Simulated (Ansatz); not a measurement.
Calculated with Ansatz (gas phase, PBE0-D4/def2-TZVP geometries, no zero-point term in ΔE). CCSD(T)/CBS adds triple-zeta CCSD(T) − MP2 to the extrapolated MP2 energy (def2 sets, frozen cores). DFT in def2-TZVPP. B3LYP here is the variant with VWN-RPA as its local correlation; programs differ in this. For Ge outer-core shells are correlated without core-valence functions, which leaves a few kJ/mol of doubt a bond. Scalar relativity is left out up to krypton. One conformer a species, not always the lowest.

Reaction (formal exchange of groups at the Si–Si bond): `[SiH3][SiH2][SiH2][GeH3]` + `N=C(O)O` → `O[SiH2][GeH3]` + `N=C(O)[SiH2][SiH3]`

```csv
level,ΔE (kcal/mol),difference from CCSD(T)/CBS
PBE0-D4,-13.5,6.8
B3LYP-D4,-19.1,1.2
ωB97M-V,-19.3,1.0
PBE,-14.5,5.8
B3LYP,-20.2,0.1
HF/def2-TZVPP,-20.6,-0.3
MP2/def2-TZVPP,-20.8,-0.5
MP2/def2-QZVPP,-21.8,-1.5
MP2/CBS(def2),-22.1,-1.8
CCSD/CBS(def2),-20.7,-0.4
CCSD(T)/CBS,-20.3,0
```

Largest T1 diagnostic among the species: 0.015.

The D4 term adds +1.1 kcal/mol with B3LYP and +0.7 kcal/mol with PBE0; it sums over pairs of atoms, weighted by their polarisabilities, and B3LYP, whose exchange is more repulsive, gets the larger term.
